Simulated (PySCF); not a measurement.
System: ethenyl(trihydroxy)silane, C$_{2}$H$_{6}$O$_{3}$Si, charge 0, multiplicity 1. SMILES: C=C[Si](O)(O)O
Geometry from a B3LYP-D3(BJ)/def2-TZVP (Ansatz) optimisation:
```xyz
12

C      2.3749    -0.5014    -0.2812
C      1.3807    -0.2840     0.5780
Si    -0.3590     0.0771     0.0654
O     -0.4303     0.4256    -1.5439
O     -1.3961    -1.1768     0.2802
O     -0.8642     1.2959     1.0357
H      2.2186    -0.4687    -1.3544
H      3.3852    -0.7261     0.0442
H      1.6025    -0.3358     1.6413
H      0.0853     1.1695    -1.8645
H     -1.4642    -1.8217    -0.4282
H     -1.8100     1.4581     1.0889
```

Dispersion corrections to the total energy (kcal/mol) from the dftd3 and dftd4 libraries through PySCF: D3(BJ) without and D4 with the three-body term, each with the damping fitted for the functional named.

| functional | D3(BJ) | D4 |
|---|---|---|
| BP86 | (withheld) | -8.36 |
| BHLYP | -8.26 | -7.47 |
| r2SCAN | -1.70 | -1.56 |
| TPSS | -7.52 | -8.43 |
| CAM-B3LYP | -4.77 | (withheld) |
| B2GP-PLYP | (withheld) | -2.64 |
| PBE | -5.93 | -6.25 |

**Question.** Complete the blanks.

**Answer.** 
- BP86, D3(BJ): -9.62
- CAM-B3LYP, D4: -5.33
- B2GP-PLYP, D3(BJ): -4.08
